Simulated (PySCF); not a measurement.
C2H3O (SMILES [CH]1CO1), doublet, geometry from GFN2-xTB; SVWN5/6-31G* in PySCF.

The PySCF input:
```python
from pyscf import gto, scf, dft

mol = gto.Mole()
mol.atom = '''
    C     0.010874    0.762321   -0.354517
    O     0.036043    0.063011    0.803685
    C     0.046790   -0.682894   -0.413052
    H    -0.767466    1.463947   -0.590359
    H    -0.849816   -1.267184   -0.594419
    H     0.982954   -1.177411   -0.639284
'''
mol.basis = '6-31g*'
mol.charge = 0
mol.spin = 1
mol.verbose = 4
mol.build()

mf = dft.UKS(mol)
mf.xc = 'lda,vwn'
mf.init_guess = '1e'
mf = mf.newton()
mf.kernel()
mf.analyze()
```

The log (banner, timings and long lists left out):

```
PySCF version 2.14.0

[INPUT] verbose = 4
[INPUT] num. atoms = 6
[INPUT] num. electrons = 23
[INPUT] charge = 0
[INPUT] spin (= nelec alpha-beta = 2S) = 1
[INPUT] symmetry False subgroup None
[INPUT] Mole.unit = angstrom
[INPUT] Symbol           X                Y                Z      unit          X                Y                Z       unit  Magmom
[...]
nuclear repulsion = 69.4290853111189
number of shells = 24
number of NR pGTOs = 93
number of NR cGTOs = 48
basis = 6-31g*
ecp = {}

******** <class 'pyscf.soscf.newton_ah.SecondOrderUKS'> ********
method = SecondOrderUKS
initial guess = 1e
damping factor = 0
level_shift factor = 0
DIIS = <class 'pyscf.scf.diis.CDIIS'>
diis_start_cycle = 1
diis_space = 8
diis_damp = 0
SCF conv_tol = 1e-09
SCF conv_tol_grad = None
SCF max_cycles = 50
direct_scf = True
direct_scf_tol = 1e-13
number electrons alpha = 12  beta = 11
XC library pyscf.dft.libxc version 7.1.2
    S. Lehtola, C. Steigemann, M. J. T. Oliveira, and M. A. L. Marques,  SoftwareX 7, 1–5 (2018)
XC functionals = lda,vwn
    P. A. M. Dirac,  Math. Proc. Cambridge Philos. Soc. 26, 376 (1930)
    F. Bloch,  Z. Phys. 57, 545 (1929)
    S. H. Vosko, L. Wilk, and M. Nusair,  Can. J. Phys. 58, 1200 (1980)
radial grids:
    Treutler-Ahlrichs [JCP 102, 346 (1995); DOI:10.1063/1.469408] (M4) radial grids

becke partition: Becke, JCP 88, 2547 (1988); DOI:10.1063/1.454033
pruning grids: <function nwchem_prune>
grids dens level: 3
symmetrized grids: False
atomic radii adjust function: <function treutler_atomic_radii_adjust>
small_rho_cutoff = 0
******** <class 'pyscf.dft.uks.UKS'> Newton solver flags ********
SCF tol = 1e-09
conv_tol_grad = None
max. SCF cycles = 50
direct_scf = True
direct_scf_tol = 1e-13
max_cycle_inner = 12
max_stepsize = 0.05
ah_start_tol = 1e+09
ah_level_shift = 0
ah_conv_tol = 1e-12
ah_lindep = 1e-14
ah_start_cycle = 1
ah_max_cycle = 40
ah_grad_trust_region = 2.5
kf_interval = 4
kf_trust_region = 5
canonicalization = True
Set conv_tol_grad to 3.16228e-05
Initial guess from hcore.

tot grids = 71744
Initial guess E= -127.898854174335  |g|= 3.32848
macro= 0  E= -135.948305238631  delta_E= -8.04945  |g|= 3.7698  3 KF 15 JK
macro= 1  E= -141.86021618701  delta_E= -5.91191  |g|= 3.37919  3 KF 15 JK
macro= 2  E= -148.97810704153  delta_E= -7.11789  |g|= 1.76267  3 KF 15 JK
macro= 3  E= -151.128011651568  delta_E= -2.1499  |g|= 0.667387  3 KF 15 JK
macro= 4  E= -151.723468684584  delta_E= -0.595457  |g|= 0.37015  3 KF 16 JK
macro= 5  E= -151.836629412399  delta_E= -0.113161  |g|= 0.0197181  4 KF 15 JK
macro= 6  E= -151.836726759209  delta_E= -9.73468e-05  |g|= 1.56247e-05  4 KF 17 JK
macro= 7  E= -151.836726759209  delta_E= -3.97904e-13  |g|= 8.91475e-06  1 KF 2 JK
Canonicalize SCF orbitals
macro X = 8  E=-151.836726759209  |g|= 8.91475e-06  total 25 KF 119 JK
converged SCF energy = -151.836726759209  <S^2> = 0.75164527  2S+1 = 2.0016446
**** SCF Summaries ****
Total Energy =                        -151.836726759209284
Nuclear Repulsion Energy =              69.429085311118868
One-electron Energy =                 -344.572523019434527
Two-electron Energy =                  123.306710949106360
Two-electron Coulomb Energy =          142.539794713061980
DFT Exchange-Correlation Energy =      -19.233083763955623
**** MO energy ****
                             alpha | beta                alpha | beta
[...]
To work with the spin densities directly, `use mulliken_meta_spin()` only printing them here.

 ** Mulliken spin pop alpha/beta on meta-lowdin orthogonal AOs **
 ** Mulliken Spin Density (per AO)  **
spin_pop of  0 C 1s       -0.00001
spin_pop of  0 C 2s        0.11584
spin_pop of  0 C 3s        0.00225
spin_pop of  0 C 2px       0.53553
spin_pop of  0 C 2py       0.11544
spin_pop of  0 C 2pz       0.02585
spin_pop of  0 C 3px       0.00184
spin_pop of  0 C 3py       0.00165
spin_pop of  0 C 3pz       0.00039
spin_pop of  0 C 3dxy     -0.00042
spin_pop of  0 C 3dyz     -0.00010
spin_pop of  0 C 3dz^2     0.00002
spin_pop of  0 C 3dxz     -0.00000
spin_pop of  0 C 3dx2-y2   -0.00026
spin_pop of  1 O 1s       -0.00000
spin_pop of  1 O 2s        0.00272
spin_pop of  1 O 3s       -0.00002
spin_pop of  1 O 2px       0.19381
spin_pop of  1 O 2py       0.00434
spin_pop of  1 O 2pz      -0.00322
spin_pop of  1 O 3px       0.00107
spin_pop of  1 O 3py       0.00022
spin_pop of  1 O 3pz       0.00003
spin_pop of  1 O 3dxy      0.00010
spin_pop of  1 O 3dyz     -0.00003
spin_pop of  1 O 3dz^2     0.00006
spin_pop of  1 O 3dxz     -0.00012
spin_pop of  1 O 3dx2-y2   -0.00001
spin_pop of  2 C 1s        0.00000
spin_pop of  2 C 2s       -0.00303
spin_pop of  2 C 3s        0.00017
spin_pop of  2 C 2px       0.00009
spin_pop of  2 C 2py      -0.01133
spin_pop of  2 C 2pz      -0.00030
spin_pop of  2 C 3px      -0.00016
spin_pop of  2 C 3py       0.00031
spin_pop of  2 C 3pz       0.00020
spin_pop of  2 C 3dxy      0.00007
spin_pop of  2 C 3dyz      0.00003
spin_pop of  2 C 3dz^2    -0.00001
spin_pop of  2 C 3dxz      0.00029
spin_pop of  2 C 3dx2-y2   -0.00003
spin_pop of  3 H 1s        0.01306
spin_pop of  3 H 2s        0.00037
spin_pop of  4 H 1s        0.00195
spin_pop of  4 H 2s        0.00005
spin_pop of  5 H 1s        0.00127
spin_pop of  5 H 2s        0.00001
 ** Mulliken Spin Density (per atom)  **
spin density of  0 C =      0.79804
spin density of  1 O =      0.19895
spin density of  2 C =     -0.01371
spin density of  3 H =      0.01344
spin density of  4 H =      0.00200
spin density of  5 H =      0.00128
 ** Mulliken pop alpha/beta on meta-lowdin orthogonal AOs **
 ** Mulliken pop       alpha | beta **
In total            12.00000 | 11.00000
 ** Mulliken atomic charges   ( Nelec_alpha | Nelec_beta ) **
charge of  0C =     -0.05495  (     3.42650      2.62845 )
charge of  1O =     -0.25986  (     4.22941      4.03045 )
charge of  2C =     -0.06836  (     3.02733      3.04103 )
charge of  3H =      0.13309  (     0.44018      0.42674 )
charge of  4H =      0.12161  (     0.44019      0.43819 )
charge of  5H =      0.12847  (     0.43640      0.43513 )
Dipole moment(X, Y, Z, Debye): -0.68154, -0.60529, -1.18982
```
